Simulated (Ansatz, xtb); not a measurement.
System: In2O, charge 1, multiplicity 2. 
Structure (B3LYP-D3(BJ)/def2-TZVP (Ansatz, a first-principles code) minimum search):
```xyz
3

In     0.0000     0.0000    -2.0194
O      0.0000     0.0000     0.0000
In     0.0000     0.0000     2.0194
```
Charge +1, spin multiplicity 2.

Harmonic wavenumbers from GFN2-xTB (xtb, at its own minimum), cm⁻¹: 135, 152, 152, 389.

**Question.** Give the harmonic wavenumbers at B3LYP-D3(BJ)/def2-TZVP (Ansatz, finite differences of forces, unscaled).

**Answer.** 110, 110, 182, 551 cm⁻¹. Zero-point energy 1.4 kcal/mol.

**Question.** From these and the geometry, give the ideal-gas thermochemistry at 298.15 K and 1 atm (rigid rotor, harmonic oscillator).

**Answer.** Point group D∞h, rotational symmetry number 2. Rotational constants 0.5397, 0.5397 GHz. S(trans) 42.40, S(rot) 19.19, S(vib) 9.38, S(elec, spin only) 1.38, S 72.3 cal/(mol K). H(298) - H(0) 3.46 kcal/mol; G - E(el) -16.7 kcal/mol.
